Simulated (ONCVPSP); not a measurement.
# Pseudopotential generation for zirconium: ONCV, LDA (Perdew-Wang 92), scalar-relativistic.

ONCVPSP 4.0.1 was run on this input:

```
# ATOM AND REFERENCE CONFIGURATION
# atsym  z   nc   nv     iexc    psfile
  Zr 40.00    6    4  -001012      upf
#
#   n    l    f
    1    0    2.00
    2    0    2.00
    2    1    6.00
    3    0    2.00
    3    1    6.00
    3    2   10.00
    4    0    2.00
    4    1    6.00
    4    2    2.00
    5    0    1.50
#
# PSEUDOPOTENTIAL AND OPTIMIZATION
# lmax
    2
#
#   l,   rc,      ep,       ncon, nbas, qcut
    0    2.35    0.00    4    9    6.70
    1    1.50    0.00    4    9    5.80
    2    2.05    0.00    4    7    5.50
#
# LOCAL POTENTIAL
# lloc, lpopt,  rc(5),   dvloc0
    4    5    1.20    3.00
#
# VANDERBILT-KLEINMAN-BYLANDER PROJECTORs
# l, nproj, debl
    0    2    3.80
    1    3    4.00
    2    2    0.80
#
# MODEL CORE CHARGE
# icmod, fcfact, rcfact
    1    0.45    0.00
#
# LOG DERIVATIVE ANALYSIS
# epsh1, epsh2, depsh
   -4.00    5.00    0.02
#
# OUTPUT GRID
# rlmax, drl
    6.00    0.01
#
# TEST CONFIGURATIONS
# ncnf
    4
# nvcnf
#   n    l    f
    4
    4    0    2.00
    4    1    6.00
    4    2    2.00
    5    0    2.00
#
    4
    4    0    2.00
    4    1    6.00
    4    2    2.00
    5    0    1.00
#
    4
    4    0    2.00
    4    1    6.00
    4    2    2.00
    5    0    0.00
#
    4
    4    0    2.00
    4    1    6.00
    4    2    3.00
    5    0    0.00
#
```

Command:

```bash
oncvpsp.x < Zr.dat > Zr.out
```

Output (shortened: citation, most of the input echo, consistency checks and plot data are left out):

```
ONCVPSP  (Optimized Norm-Conservinng Vanderbilt PSeudopotential)
scalar-relativistic version 4.0.1

#   n    l    f        energy (Ha)
    1    0    2.00    -6.5422461E+02
    2    0    2.00    -9.0771195E+01
    2    1    6.00    -8.1023638E+01
    3    0    2.00    -1.4951676E+01
    3    1    6.00    -1.1776608E+01
    3    2   10.00    -6.5473480E+00
    4    0    2.00    -2.1219518E+00
    4    1    6.00    -1.3130167E+00
    4    2    2.00    -2.5098789E-01
    5    0    1.50    -2.6892140E-01

Reference configufation results
  iterations    24
  all-electron total energy (Ha)   -3.59448856D+03

Begin loop to  construct optimized pseudo wave functions
and semi-local pseudopoentials for all angular momenta

Calculating optimized projector #   1

 for l=   0

    Fraction of norm inside rc  0.986175
    Optimizing pswf for qcut=   6.70 a_B^-1,  ecut=  22.46 Ha
    Residual kinetic energy error=  2.58D-09 Ha

    Energy error per electron        Cutoff
         Ha          eV             Ha
         0.01000     0.27211        4.08
         0.00100     0.02721       10.62
         0.00010     0.00272       13.76
         0.00001     0.00027       16.22

Calculating optimized projector #   2

 for l=   0

    Fraction of norm inside rc  0.146285
    Optimizing pswf for qcut=   6.70 a_B^-1,  ecut=  22.46 Ha
    Residual kinetic energy error=  1.14D-08 Ha

    Energy error per electron        Cutoff
         Ha          eV             Ha
         0.01000     0.27211        3.28
         0.00100     0.02721       10.37
         0.00010     0.00272       14.06
         0.00001     0.00027       16.85

   Wellstate for l =  1  n =  6
     eigenvalue =   2.6870
     asymptotic potential =   3.1870
     half-point radius =  2.8448

   Wellstate for l =  1  n =  7
     eigenvalue =   6.6870
     asymptotic potential =   7.1870
     half-point radius =  2.6510

Calculating optimized projector #   1

 for l=   1

    Fraction of norm inside rc  0.656392
    Optimizing pswf for qcut=   5.80 a_B^-1,  ecut=  16.84 Ha
    Residual kinetic energy error=  8.27D-04 Ha

    Energy error per electron        Cutoff
         Ha          eV             Ha
         0.01000     0.27211        7.21
         0.00100     0.02721       16.11
         0.00010     0.00272      100.95
         0.00001     0.00027      124.10

Calculating optimized projector #   2

 for l=   1

    Fraction of norm inside rc  0.075081
    Optimizing pswf for qcut=   5.80 a_B^-1,  ecut=  16.84 Ha
    Residual kinetic energy error=  1.56D-03 Ha

    Energy error per electron        Cutoff
         Ha          eV             Ha
         0.01000     0.27211        9.01
         0.00100     0.02721       18.62
         0.00010     0.00272       61.06
         0.00001     0.00027      139.34

Calculating optimized projector #   3

 for l=   1

    Fraction of norm inside rc  0.079896
    Optimizing pswf for qcut=   5.80 a_B^-1,  ecut=  16.84 Ha
    Residual kinetic energy error=  1.58D-02 Ha

    Energy error per electron        Cutoff
         Ha          eV             Ha
         0.01000     0.27211       18.28
         0.00100     0.02721       29.58
         0.00010     0.00272       86.56
         0.00001     0.00027      180.36

   Wellstate for l =  2  n =  5
     eigenvalue =   0.5490
     asymptotic potential =   1.0490
     half-point radius =  4.1173

Calculating optimized projector #   1

 for l=   2

    Fraction of norm inside rc  0.520731
    Optimizing pswf for qcut=   5.49 a_B^-1,  ecut=  15.09 Ha
    Residual kinetic energy error=  1.98D-04 Ha

    Energy error per electron        Cutoff
         Ha          eV             Ha
         0.01000     0.27211        9.92
         0.00100     0.02721       13.00
         0.00010     0.00272       18.98
         0.00001     0.00027       38.88

Calculating optimized projector #   2

 for l=   2

    Fraction of norm inside rc  0.201517
    Optimizing pswf for qcut=   5.49 a_B^-1,  ecut=  15.09 Ha
    Residual kinetic energy error=  3.38D-04 Ha

    Energy error per electron        Cutoff
         Ha          eV             Ha
         0.01000     0.27211       10.50
         0.00100     0.02721       13.66
         0.00010     0.00272       17.35
         0.00001     0.00027       33.34

Construct Vanderbilt / Kleinmman-Bylander projectors

B matrix Hermiticity error, ll=   0
   1   2    1.4732E-04

  Orthonormal projector coefficients  6.4158E+00  1.1032E+00

B matrix Hermiticity error, ll=   1
   1   2   -4.3330E-04
   1   3    6.6124E-04
   2   3    2.5721E-04

  Orthonormal projector coefficients  9.4644E+00  4.2409E+00  1.4174E+00

B matrix Hermiticity error, ll=   2
   1   2    5.8441E-05

  Orthonormal projector coefficients -3.8310E+00  1.3957E+00

Model core correction analysis
  based on d2Exc/dn_idn_j

d2excae - all-electron derivatives

   -3.098545D-02   -2.784523D-02   -1.394734D-02   -2.314820D-03
   -2.784539D-02   -2.653648D-02   -1.538302D-02   -2.576203D-03
   -1.394755D-02   -1.538314D-02   -1.273339D-02   -2.934787D-03
   -2.314880D-03   -2.576247D-03   -2.934979D-03   -1.304137D-03

d2excps - pseudofunction derivatives with no core correction

   -4.401792D-02   -3.309745D-02   -1.471324D-02   -3.729368D-03
   -3.309855D-02   -3.118614D-02   -1.705416D-02   -3.046903D-03
   -1.471361D-02   -1.705440D-02   -1.358056D-02   -2.994176D-03
   -3.729918D-03   -3.046984D-03   -2.994369D-03   -1.448046D-03

rms 2nd derivative error    4.020242E-03

Polynomial model core charge

d2excps - pseudofunction derivatives with core correction

   -2.739894D-02   -2.570844D-02   -1.316441D-02   -2.131538D-03
   -2.570830D-02   -2.693091D-02   -1.599641D-02   -2.389087D-03
   -1.316445D-02   -1.599655D-02   -1.327148D-02   -2.869017D-03
   -2.131564D-03   -2.389123D-03   -2.869210D-03   -1.290481D-03

rms 2nd derivative error    1.239104E-03

Pseudoatom total energy  -47.439083

Diagnostic tests using Vanderbilt-Kleinman-Bylander pseudopotentials
  1 or more projectors used as specified by nproj input data

   l    rcore       rmatch      e in        delta e   norm test  slope test

   0   2.3627015   2.4344382  -2.1219518   0.0000009   1.0001266   1.0001122
   0   2.3627015   2.4344382  -0.2689214   0.0000006   1.0000173   1.0000131

   1   1.5085521   1.5543550  -1.3130167  -0.0000090   1.0001124   1.0001355
   1   1.5085521   1.5543550   2.6869833   0.0000660   1.0003849   1.0003849
   1   1.5085521   1.5543550   6.6869833   0.0002868   1.0004786   1.0004786

   2   2.0589950   2.1215106  -0.2509879  -0.0000022   1.0000429   1.0000256
   2   2.0589950   2.1215106   0.5490121  -0.0000100   1.0001574   1.0001574

 Testing for bound ghosts
   n   l    E NL Schr. Eq   E Basis Diag.   E Cutoff

   1   0       -2.121951       -2.121948     63.04
   2   0       -0.268921       -0.260407     63.04

   2   1       -1.313026       -1.312631    219.60

   3   2       -0.250990       -0.247198     60.76

 Testing for highly-localized positive-energy ghosts
       l    <radius>/rc     E Basis Diag.   E Cutoff

Test configuration 0

   n   l     f        eae           eps        diff
   1   0  2.0000 -654.22460754
   2   0  2.0000  -90.77119512
   2   1  6.0000  -81.02363769
   3   0  2.0000  -14.95167569
   3   1  6.0000  -11.77660775
   3   2 10.0000   -6.54734796
   4   0  2.0000   -2.12195179   -2.12195093    8.54D-07
   4   1  6.0000   -1.31301675   -1.31302578   -9.04D-06
   4   2  2.0000   -0.25098789   -0.25099013   -2.24D-06
   5   0  1.5000   -0.26892140   -0.26892080    5.95D-07

    Total energies and differences
      AE_ref= -3.59448856D+03  AE_tst= -3.59448856D+03  dif=  0.00D+00
      PS_ref= -4.74390834D+01  PS_tst= -4.74390834D+01  dif= -1.42D-14
      PSP excitation error=  1.42D-14

Test configuration 1

   n   l     f        eae           eps        diff
   1   0  2.0000 -654.10519733
   2   0  2.0000  -90.65282610
   2   1  6.0000  -80.90519352
   3   0  2.0000  -14.83316538
   3   1  6.0000  -11.65810626
   3   2 10.0000   -6.42892366
   4   0  2.0000   -2.00350249   -2.00300897    4.94D-04
   4   1  6.0000   -1.19454695   -1.19442033    1.27D-04
   4   2  2.0000   -0.13725284   -0.13729236   -3.95D-05
   5   0  2.0000   -0.16864333   -0.16862036    2.30D-05

    Total energies and differences
      AE_ref= -3.59448856D+03  AE_tst= -3.59459763D+03  dif= -1.09D-01
      PS_ref= -4.74390834D+01  PS_tst= -4.75481687D+01  dif= -1.09D-01
      PSP excitation error=  9.26D-06

Test configuration 2

   n   l     f        eae           eps        diff
   1   0  2.0000 -654.35617814
   2   0  2.0000  -90.90154321
   2   1  6.0000  -81.15407277
   3   0  2.0000  -15.08208349
   3   1  6.0000  -11.90700240
   3   2 10.0000   -6.67765692
   4   0  2.0000   -2.25177581   -2.25243073   -6.55D-04
   4   1  6.0000   -1.44262564   -1.44281639   -1.91D-04
   4   2  2.0000   -0.37430627   -0.37427119    3.51D-05
   5   0  1.0000   -0.37544744   -0.37549912   -5.17D-05

    Total energies and differences
      AE_ref= -3.59448856D+03  AE_tst= -3.59432771D+03  dif=  1.61D-01
      PS_ref= -4.74390834D+01  PS_tst= -4.72782021D+01  dif=  1.61D-01
      PSP excitation error= -3.25D-05

Test configuration 3

   n   l     f        eae           eps        diff
   1   0  2.0000 -654.65007928
   2   0  2.0000  -91.19234497
   2   1  6.0000  -81.44509034
   3   0  2.0000  -15.37278072
   3   1  6.0000  -12.19765936
   3   2 10.0000   -6.96810935
   4   0  2.0000   -2.53972503   -2.54228593   -2.56D-03
   4   1  6.0000   -1.72935106   -1.73010465   -7.54D-04
   4   2  2.0000   -0.64352313   -0.64344258    8.06D-05

    Total energies and differences
      AE_ref= -3.59448856D+03  AE_tst= -3.59384135D+03  dif=  6.47D-01
      PS_ref= -4.74390834D+01  PS_tst= -4.67916252D+01  dif=  6.47D-01
      PSP excitation error= -2.47D-04

Test configuration 4

   n   l     f        eae           eps        diff
   1   0  2.0000 -654.25647417
   2   0  2.0000  -90.79411858
   2   1  6.0000  -81.04727740
   3   0  2.0000  -14.97670190
   3   1  6.0000  -11.80159958
   3   2 10.0000   -6.57164131
   4   0  2.0000   -2.15362481   -2.15691712   -3.29D-03
   4   1  6.0000   -1.34993947   -1.35109390   -1.15D-03
   4   2  3.0000   -0.30821547   -0.30816297    5.25D-05

    Total energies and differences
      AE_ref= -3.59448856D+03  AE_tst= -3.59431104D+03  dif=  1.78D-01
      PS_ref= -4.74390834D+01  PS_tst= -4.72612547D+01  dif=  1.78D-01
      PSP excitation error= -3.16D-04
```

The run took about 6.4 s on one core of a shared server CPU.
